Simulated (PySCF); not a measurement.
# Sn+ (tin, charge +1): UHF calculation

Configuration: [Kr] 4d10 5s1 5p2, high-spin 4P determinant (an excited configuration). Calculation: PySCF 2.14, in x2c-QZVPPall (13s9p7d4f1g, 112 functions); the spin-free X2C one-electron Hamiltonian (Gaussian nucleus).

* Total energy: -6173.423434 hartree
* One-electron energy: -8473.8225 hartree
* Hartree (Coulomb) energy: 2464.2958 hartree
* Exchange energy: -163.8967 hartree
* ⟨S²⟩: 3.7536
* ⟨L²⟩: 2.017
* Sum of ⟨r⟩: 32.63 bohr
* Sum of ⟨r²⟩: 47.58 bohr²
* Traceless quadrupole moment −½Σ⟨3z² − r²⟩ along its main axis: 3.91 e·bohr²
* Langevin diamagnetic susceptibility: -37.7 ×10⁻⁶ cm³/mol

```
shell  electrons  mean orbital energy (hartree)  spread (hartree)  rms radius, mean of both spins (bohr)
 1s α          1                    -1078.79649                 0                                 0.0333
 1s β          1                    -1078.78912                 0                                 0.0333
 2s α          1                     -166.56130                 0                                  0.136
 2s β          1                     -166.55707                 0                                  0.136
 2p α          3                     -149.38549           0.00050                                  0.121
 2p β          3                     -149.38237           0.00306                                  0.121
 3s α          1                      -33.88846                 0                                  0.361
 3s β          1                      -33.87759                 0                                  0.361
 3p α          3                      -28.12277           0.00171                                  0.362
 3p β          3                      -28.11501           0.00795                                  0.362
 3d α          5                      -19.22828           0.00552                                  0.341
 3d β          5                      -19.22639           0.00690                                  0.341
 4s α          1                       -6.22907                 0                                  0.875
 4s β          1                       -6.20520                 0                                  0.875
 4p α          3                       -4.39598           0.00282                                  0.949
 4p β          3                       -4.38186           0.01812                                  0.949
 4d α          5                       -1.65298           0.01418                                   1.18
 4d β          5                       -1.63677           0.02232                                   1.18
 5s α          1                       -0.91145                 0                                   2.50
 5p α          2                       -0.56804                 0                                   3.01
```

Densities and radii are taken from the X2C orbitals without a picture-change correction, which distorts them close to the nucleus.

Spin-orbit constants ζ (cm⁻¹) from the X2C one-electron operator on these orbitals: bare nucleus, nucleus screened by l(l+1)(2l+1)/3 electrons, and screened by the Breit-Pauli mean field of the electrons.

| shell | bare | screened nucleus | mean field |
| --- | --- | --- | --- |
| 2p | 1234000 | 1184000 | n/a |
| 3p | 228400 | 219200 | n/a |
| 3d | 34320 | 27450 | n/a |
| 4p | 38470 | 36930 | n/a |
| 4d | 3995 | 3196 | n/a |
| 5p | 2903 | 2787 | n/a |

To first order the Landé constant is A = 929.0 cm⁻¹, so the lowest level has J = 1/2 and lies 0.288 eV below the centre of the term. This holds in LS coupling only.
